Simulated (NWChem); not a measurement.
System: CH₄O₂Ti; SMILES [O]=[Ti]([CH3])[OH]

NWChem input:

```
start job
memory heap 200 mb stack 900 mb global 1100 mb
geometry units angstroms noautosym nocenter noautoz
  Ti     0.098802    -0.093516    -0.211289
  O      1.599541    -0.204360     0.298647
  O     -0.937765    -1.485547     0.262392
  H     -0.721505    -2.273117     0.770211
  C     -0.682288     1.803674     0.236340
  H     -1.697021     1.945190    -0.177215
  H     -0.029972     2.621201    -0.116664
  H     -0.753950     1.902413     1.334330
end
basis spherical
  * library def2-svpd
end
dft
  xc pbe0
  iterations 150
end
property
  response 1 0.0
end
task dft property
```

The geometry was optimised at PBE0/def2-SVP.

Static field.

Problem. Predict the main results of this run. (PBE0/def2-SVPD.) Quantities: isotropic polarisability (bohr³); anisotropy (bohr³).

Solution. 
```
Property                          Result
--------------------------------  ------
isotropic polarisability (bohr³)    53.1
anisotropy (bohr³)                  23.8
```
